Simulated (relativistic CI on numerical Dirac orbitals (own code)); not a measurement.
# Calculated levels, Eu XXXVII

Calculated at this level of theory: Dirac-Coulomb-Breit CI, orbitals from a KLI potential per configuration, model QED, unscaled Slater integrals (own radial code, finite nucleus).

Configuration list (outside the closed core [Ne]): 3s2 3p6 3d9, 3s2 3p5 3d10, 3s 3p6 3d10, 3s2 3p6 3d8 4s, 3s2 3p6 3d8 4p, 3s2 3p6 3d8 4d, 3s2 3p4 3d10 4s, 3s2 3p4 3d10 4p, 3s2 3p5 3d9 4s, 3s2 3p6 3d8 4f, 3s2 3p4 3d10 4d, 3s2 3p5 3d9 4p, 3s 3p5 3d10 4s, 3s2 3p6 3d7 4s2, 3s 3p5 3d10 4p, 3s2 3p5 3d9 4d. Levels of other configurations are missing.

```csv
No.,Configuration,Term,J,E (Ry),%,Next component (%),jj configuration (%)
41,3s2 3p6 3d8 4p,2P°,1/2,84.0413,58,25 2S°,3d5/2^4 4p3/2 (96)
42,3s2 3p6 3d8 4p,2P°,3/2,84.0552,54,25 2D°,3d5/2^4 4p3/2 (94)
43,3s2 3p6 3d8 4p,4G°,5/2,84.5541,43,33 2F°,3d3/2^2 3d5/2^6 4p1/2 (95)
44,3s2 3p6 3d8 4p,4F°,3/2,84.7805,33,25 2D°,3d3/2^2 3d5/2^6 4p1/2 (91)
45,3s2 3p6 3d8 4p,2P°,3/2,85.0391,40,21 2D°,3d5/2^4 4p3/2 (93)
46,3s2 3p6 3d8 4p,4G°,9/2,85.3986,67,26 2G°,3d3/2^3 3d5/2^5 4p3/2 (100)
47,3s2 3p6 3d8 4p,4D°,5/2,85.4411,39,37 2F°,3d3/2^3 3d5/2^5 4p3/2 (97)
48,3s2 3p6 3d8 4p,4F°,7/2,85.4989,57,18 2G°,3d3/2^3 3d5/2^5 4p3/2 (99)
49,3s2 3p6 3d8 4p,2D°,3/2,85.5817,55,40 4D°,3d3/2^3 3d5/2^5 4p3/2 (93)
50,3s2 3p6 3d8 4p,4P°,5/2,85.9160,42,23 2F°,3d3/2^3 3d5/2^5 4p3/2 (98)
51,3s2 3p6 3d8 4p,4D°,1/2,85.9784,48,39 2P°,3d3/2^3 3d5/2^5 4p3/2 (46)
52,3s2 3p6 3d8 4p,4D°,7/2,85.9905,49,28 2G°,3d3/2^3 3d5/2^5 4p3/2 (96)
53,3s2 3p6 3d8 4p,2D°,3/2,86.0840,35,30 2P°,3d3/2^3 3d5/2^5 4p3/2 (96)
54,3s2 3p6 3d8 4p,2P°,1/2,86.1209,37,30 4D°,3d3/2^3 3d5/2^5 4p3/2 (66)
55,3s2 3p6 3d8 4p,2H°,11/2,86.2363,90,10 4G°,3d3/2^3 3d5/2^5 4p3/2 (98)
56,3s2 3p6 3d8 4p,2F°,5/2,86.2887,85,11 2D°,3d3/2^3 3d5/2^5 4p3/2 (98)
57,3s2 3p6 3d8 4p,4D°,5/2,86.3678,57,33 2D°,3d3/2^3 3d5/2^5 4p3/2 (99)
58,3s2 3p6 3d8 4p,2P°,1/2,86.4448,62,25 2S°,3d3/2^3 3d5/2^5 4p3/2 (77)
59,3s2 3p6 3d8 4p,4S°,3/2,86.5076,43,33 2D°,3d3/2^3 3d5/2^5 4p3/2 (99)
60,3s2 3p6 3d8 4p,2G°,7/2,86.5106,60,34 2F°,3d3/2^3 3d5/2^5 4p3/2 (96)
61,3s2 3p6 3d8 4p,2G°,9/2,86.6362,75,19 2H°,3d3/2^3 3d5/2^5 4p3/2 (97)
62,3s2 3p6 3d8 4p,2P°,3/2,87.8902,26,25 4F°,3d3/2^2 3d5/2^6 4p3/2 (97)
63,3s2 3p6 3d8 4p,2D°,5/2,87.9813,31,28 2F°,3d3/2^2 3d5/2^6 4p3/2 (97)
64,3s2 3p6 3d8 4p,2F°,7/2,88.0139,39,29 2G°,3d3/2^2 3d5/2^6 4p3/2 (97)
65,3s2 3p6 3d8 4p,2P°,1/2,88.1056,48,44 4D°,3d3/2^2 3d5/2^6 4p3/2 (91)
66,3s2 3p6 3d8 4p,2P°,3/2,89.5050,61,13 2D°,3d3/2^2 3d5/2^6 4p3/2 (95)
67,3s2 3p6 3d8 4d,4P,5/2,91.2952,40,34 4D,3d5/2^4 4d3/2 (97)
68,3s2 3p6 3d8 4d,4D,7/2,91.4182,49,30 4F,3d5/2^4 4d3/2 (91)
69,3s2 3p6 3d8 4d,2H,11/2,91.5161,46,33 4H,3d5/2^4 4d3/2 (98)
70,3s2 3p6 3d8 4d,4G,9/2,91.6158,36,26 2G,3d5/2^4 4d3/2 (96)
71,3s2 3p6 3d8 4d,2D,3/2,91.8160,56,24 4D,3d5/2^4 4d3/2 (74)
72,3s2 3p6 3d8 4d,2F,5/2,91.9496,38,20 4D,3d5/2^4 4d3/2 (92)
73,3s2 3p6 3d8 4d,2G,7/2,92.0927,36,31 2F,3d5/2^4 4d3/2 (62)
74,3s2 3p6 3d8 4d,4H,13/2,92.1296,90,10 2I,3d5/2^4 4d5/2 (98)
75,3s2 3p6 3d8 4d,2P,1/2,92.2236,40,29 4P,3d5/2^4 4d3/2 (98)
76,3s2 3p6 3d8 4d,2F,7/2,92.2346,49,16 2G,3d5/2^4 4d5/2 (56)
77,3s2 3p6 3d8 4d,2P,3/2,92.2349,55,16 2D,3d5/2^4 4d5/2 (76)
78,3s2 3p6 3d8 4d,4G,11/2,92.2562,71,27 2H,3d5/2^4 4d5/2 (97)
79,3s2 3p6 3d8 4d,4F,9/2,92.4021,48,43 2G,3d5/2^4 4d5/2 (96)
80,3s2 3p6 3d8 4d,2D,5/2,92.5453,42,24 2F,3d5/2^4 4d5/2 (90)
81,3s2 3p6 3d8 4d,2F,7/2,92.7489,49,28 4D,3d5/2^4 4d5/2 (96)
82,3s2 3p6 3d8 4d,2P,3/2,92.8982,35,32 2D,3d5/2^4 4d5/2 (72)
83,3s2 3p6 3d8 4d,2G,9/2,92.8986,47,40 4F,3d5/2^4 4d5/2 (98)
84,3s2 3p6 3d8 4d,2P,1/2,92.9458,42,34 2S,3d5/2^4 4d5/2 (97)
85,3s2 3p6 3d8 4d,4F,5/2,93.1675,37,18 2D,3d5/2^4 4d5/2 (61)
86,3s2 3p6 3d8 4d,2D,3/2,93.2792,36,31 4F,3d5/2^4 4d3/2 (71)
87,3s2 3p6 3d8 4d,4D,3/2,93.4662,44,26 2P,3d3/2^3 3d5/2^5 4d3/2 (96)
88,3s2 3p6 3d8 4d,4H,9/2,93.6265,58,23 2H,3d3/2^3 3d5/2^5 4d3/2 (99)
89,3s2 3p6 3d8 4d,4G,7/2,93.6521,49,30 2F,3d3/2^3 3d5/2^5 4d3/2 (98)
90,3s2 3p6 3d8 4d,2D,5/2,93.7581,36,20 4F,3d3/2^3 3d5/2^5 4d3/2 (87)
91,3s2 3p6 3d8 4d,4D,1/2,93.8006,88,7 4P,3d3/2^3 3d5/2^5 4d3/2 (72)
92,3s2 3p6 3d8 4d,2D,5/2,93.9338,39,19 4P,3d5/2^4 4d5/2 (92)
93,3s2 3p6 3d8 4d,4D,3/2,94.0297,41,18 4P,3d3/2^3 3d5/2^5 4d3/2 (91)
94,3s2 3p6 3d8 4d,2D,5/2,94.1340,57,15 2F,3d3/2^3 3d5/2^5 4d3/2 (92)
95,3s2 3p6 3d8 4d,2F,7/2,94.1785,34,25 4H,3d3/2^3 3d5/2^5 4d3/2 (94)
96,3s2 3p6 3d8 4d,4D,5/2,94.2558,33,33 2F,3d3/2^3 3d5/2^5 4d5/2 (87)
97,3s2 3p6 3d8 4d,4H,11/2,94.2885,66,22 2H,3d3/2^3 3d5/2^5 4d5/2 (98)
98,3s2 3p6 3d8 4d,2P,1/2,94.3496,51,35 4D,3d3/2^3 3d5/2^5 4d5/2 (76)
99,3s2 3p6 3d8 4d,4F,7/2,94.3741,49,25 2G,3d3/2^3 3d5/2^5 4d5/2 (98)
100,3s2 3p6 3d8 4d,4G,9/2,94.3884,56,15 4F,3d3/2^3 3d5/2^5 4d5/2 (99)
101,3s2 3p6 3d8 4d,2I,11/2,94.4010,82,17 2H,3d3/2^3 3d5/2^5 4d3/2 (95)
102,3s2 3p6 3d8 4d,2D,3/2,94.4921,43,32 4P,3d3/2^3 3d5/2^5 4d5/2 (90)
103,3s2 3p6 3d8 4d,4P,1/2,94.5131,56,22 2P,3d3/2^3 3d5/2^5 4d3/2 (88)
104,3s2 3p6 3d8 4d,4F,5/2,94.5928,47,25 2D,3d3/2^3 3d5/2^5 4d3/2 (85)
105,3s2 3p6 3d8 4d,4P,3/2,94.6764,42,30 4F,3d3/2^3 3d5/2^5 4d3/2 (78)
106,3s2 3p6 3d8 4d,2F,7/2,94.6820,48,24 2G,3d3/2^3 3d5/2^5 4d3/2 (70)
107,3s2 3p6 3d8 4d,2D,3/2,94.7915,61,13 2P,3d3/2^3 3d5/2^5 4d5/2 (78)
108,3s2 3p6 3d8 4d,4D,7/2,94.8241,40,27 2G,3d3/2^3 3d5/2^5 4d5/2 (75)
109,3s2 3p6 3d8 4d,2H,9/2,94.8360,50,35 2G,3d3/2^3 3d5/2^5 4d3/2 (80)
110,3s2 3p6 3d8 4d,2F,5/2,94.8913,39,24 4D,3d3/2^3 3d5/2^5 4d5/2 (88)
```

Energies count from the lowest computed level; ° marks odd parity. Filled j subshells are mostly left out of the jj labels.

The mean weight of the leading LS term, summed over parents, in these 70 levels is 50 %, and that of the leading jj configuration (from the same eigenvectors) 89 %, so jj coupling describes them better and the LS labels are nominal.

At this charge energies of transitions that change n are usually good to better than 1 %, and those within a shell (Δn = 0) to a few per cent.

LS names give the leading component of a level, which can be under half, so a name can repeat, a term be missing and a line seem to break the LS rules.
